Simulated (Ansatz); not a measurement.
Input file:

```yaml
crystal:
  periodic: [false, false, false]
  atoms:
    - { symbol: B, position_ang: [0.057167, 0.372942, -0.045159] }
    - { symbol: F, position_ang: [-0.008341, 0.41402, 1.267056] }
    - { symbol: F, position_ang: [1.195691, 0.548147, -0.637997] }
    - { symbol: F, position_ang: [-1.045063, 0.303816, -0.731634] }
    - { symbol: O, position_ang: [0.125277, -2.150812, 0.592215] }
    - { symbol: H, position_ang: [-0.672898, -2.633343, 0.42552] }
    - { symbol: H, position_ang: [-0.010032, -1.70837, 1.444599] }
basis:
  gaussian: { orbitals: def2-SVP }
hamiltonian:
  xc: hf
relax:
  f_tol: 0.03
  max_steps: 50
output:
  orbitals: {}
```

Run as:

```bash
$ ansatz run input.yaml --threads 1 --pin off --max-ram 2048MiB --backend cpu --events-out ev --progress --plain --runs-dir out
```

Hardware: 1 thread of Arm Neoverse V1 (shared host).

Task: Roughly how long does this run take, and how much memory?

Result: 20 s, with a peak of 0.14 GiB, for 13 ionic steps.
